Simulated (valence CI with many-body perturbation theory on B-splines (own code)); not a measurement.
The numbers below are computed, except where a source is named.
**Run record, Dy XVII**

Level of theory: valence CI with perturbative core correlation (CI+MBPT): four valence electrons over a frozen Dirac-Fock core [Kr] 4d10, a basis of 7 s, 7 p, 7 d, 7 f, 4 g, 2 h functions for each j, with the one-electron correlation potential Σ1 (screened to all orders), the two-electron term Σ2, the three-electron term Σ3, Breit, model QED; selected single and double excitations, second order for the rest, scaled by the run's own slope (own B-spline code, finite nucleus).

Command, and the settings that its task file holds:

```sh
python run_cv.py task.json out
```

```
atom Dy  Z=66  mass_number=164  rms_radius_fm=5.2218
core [Kr] 4d10
valence 4f4
avg = 1
basis = M
beyond = 1
breit = 1
cap = 32000
capref = 2200
cscale = 1
de = 0.0
dress = 0
eps = 2e-08
extrap = 1
h = 0.27
hh = 1
l2 = 3
lcore = 6
maxit = 60
n2 = 5
natural = 1
nlev = 190
nno = [4, 4, 4, 5, 3, 2]
nroot = 40
nsp = [3, 3, 3, 2, 1, 0]
pt2 = 1
qed = 1
rpa = 1
s1 = 1
s2 = 1
s3 = 1
screen = 1
tol = 2e-05
whole = 1
```

Q: Roughly how long does this run take on one core of Intel(R) Xeon(R) Processor @ 2.30GHz, and how much memory?

A: 5 min on 1 thread of Intel(R) Xeon(R) Processor @ 2.30GHz, on a shared host, peak memory 1.3 GiB.

Log. The first blocks belong to the next ion, which gives the ionisation energy. Fields: 2J, parity (1 odd), roots, reference size, generating configurations, candidates as configurations/state functions, variational space P, stored matrix elements, Davidson steps; e2 is the range of second-order energies in hartree. The first line gives the box (bohr), its intervals, the orbitals and the steps of their self-consistent field. Window is the range of levels sought, series limit the energy at which the first omitted orbital would enter, core excitation an estimate of the first excitation out of the core, left out the lowest levels not solved, and shifts from estimates the range by which levels moved from their first estimate, all in cm⁻¹.

```
rmax 8.8 intervals 61 orbitals 61 references ['4f4', '4f3 5s', '4f2 5s2', '4f3 5p', '4f2 5s 5p'] scf 6 t 1.7
2J=9 par=1 roots 2 ref 51 generators 6 cand 2644/8718 P 841/3005 nnz 2.7e+06 it 5
2J=9 par=1 roots 2 ref 51 generators 10 cand 4225/13456 P 1259/4438 nnz 5.1e+06 it 5
   second order: generators 16 cand 5325/17168 e2 -0.00002 -0.00001
2J=11 par=1 roots 2 ref 37 generators 5 cand 3181/9744 P 938/3196 nnz 3e+06 it 5
2J=11 par=1 roots 2 ref 37 generators 11 cand 3684/10841 P 1361/4569 nnz 5.3e+06 it 5
   second order: generators 17 cand 4575/13349 e2 -0.00002 -0.00001
2J=13 par=1 roots 2 ref 22 generators 4 cand 2688/7248 P 822/2401 nnz 0 it 5
2J=13 par=1 roots 2 ref 22 generators 8 cand 3062/8025 P 1139/3305 nnz 2.8e+06 it 5
   second order: generators 14 cand 3827/9995 e2 -0.00001 -0.00001
reference levels 1450, estimated 266, window 280313 1/cm; series limit 1824697, core excitation 1238795
2J=8 par=0 roots 22 ref 132 generators 18 cand 14494/152793 P 626/6397 nnz 8.5e+06 it 9
2J=8 par=0 roots 22 ref 132 generators 34 cand 27051/305045 P 3032/28059 nnz 1.2e+08 it 9
   second order: generators 73 cand 50892/606907 e2 -0.00079 -0.00006
2J=10 par=0 roots 16 ref 102 generators 14 cand 12313/112447 P 538/6376 nnz 9.3e+06 it 8
2J=10 par=0 roots 16 ref 102 generators 25 cand 27072/277068 P 2593/26565 nnz 1.2e+08 it 10
   second order: generators 55 cand 52008/623924 e2 -0.00077 -0.00004
2J=12 par=0 roots 15 ref 82 generators 11 cand 9884/80603 P 668/6388 nnz 9e+06 it 9
2J=12 par=0 roots 15 ref 82 generators 23 cand 22560/218918 P 3327/27080 nnz 1.1e+08 it 9
   second order: generators 59 cand 45596/534120 e2 -0.00037 -0.00003
2J=14 par=0 roots 8 ref 47 generators 8 cand 5157/36860 P 650/6385 nnz 9.4e+06 it 7
2J=14 par=0 roots 8 ref 47 generators 11 cand 10809/98251 P 2686/22401 nnz 8.9e+07 it 8
   second order: generators 21 cand 20601/206629 e2 -0.00014 -0.00002
2J=16 par=0 roots 8 ref 29 generators 10 cand 4327/24967 P 914/6394 nnz 8.8e+06 it 6
2J=16 par=0 roots 8 ref 29 generators 12 cand 5993/41748 P 2817/17683 nnz 5.4e+07 it 8
   second order: generators 31 cand 19815/185765 e2 -0.00013 -0.00002
2J=2 par=0 roots 8 ref 74 generators 7 cand 11364/62632 P 1094/6397 nnz 7.7e+06 it 6
2J=2 par=0 roots 8 ref 74 generators 13 cand 20666/119712 P 3688/20593 nnz 5.6e+07 it 7
   second order: generators 40 cand 48079/316115 e2 -0.00020 -0.00003
2J=4 par=0 roots 19 ref 125 generators 13 cand 11389/83159 P 793/6399 nnz 7.9e+06 it 8
...
2J=6 par=1 roots 14 ref 119 generators 16 cand 12036/154686 P 3274/31999 nnz 1.3e+08 it 9
   second order: generators 43 cand 33798/421386 e2 -0.00026 -0.00009
2J=0 par=1 roots 2 ref 25 generators 2 cand 2939/6104 P 2056/4533 nnz 3.4e+06 it 5
2J=0 par=1 roots 2 ref 25 generators 9 cand 9942/26968 P 2984/6877 nnz 6.2e+06 it 6
   second order: generators 23 cand 26231/72754 e2 -0.00006 -0.00006
2J=18 par=1 roots 1 ref 12 generators 1 cand 1601/8748 P 1056/4832 nnz 4.5e+06 it 4
2J=18 par=1 roots 1 ref 12 generators 4 cand 5275/33723 P 1557/7884 nnz 1.2e+07 it 5
   second order: generators 15 cand 18406/125909 e2 -0.00008 -0.00008
left out: unestimated 408303, estimated 327944, shifts from estimates -28 to 231
operators 6.1
```

The Davidson iterations converged.

No measured levels were compared; by estimate terms of the open shell hold to a few per cent of their energy, and close levels can change places.

```
Valence energy                            : -60.79635 hartree
Ionisation energy                         : 357.33 eV (NIST: 366 ± 19 eV (theoretical))
Reference configurations for the orbitals : 4f4, 4f3 5s, 4f2 5s2, 4f3 5p, 4f2 5s 5p
Radial orbitals                           : 61
Box radius                                : 8.784 bohr
Largest variational space                 : 31999
Lowest levels                             : 4f4 5I_4 0.0, 4f4 5I_5 4436, 4f4 5I_6 8955, 4f4 5I_7 13399, 4f4 5I_8 17710, 4f4 5F_1 24743, 4f4 5F_2 25313, 4f4 5F_3 28042, 4f4 5F_4 [a] 29352, 4f4 5S_2 29463, 4f4 3K_6 [a] 31975, 4f4 5F_5 33897, 4f4 5G_2 34039, 4f4 5F_4 [b] 34207 cm⁻¹
```

Names give the largest LS component (configuration and term), which can be under half, so a name can repeat, a term be missing and a line seem to break the LS rules; names also repeat where a configuration has a term twice. Letters in brackets count levels of one name in rising energy.
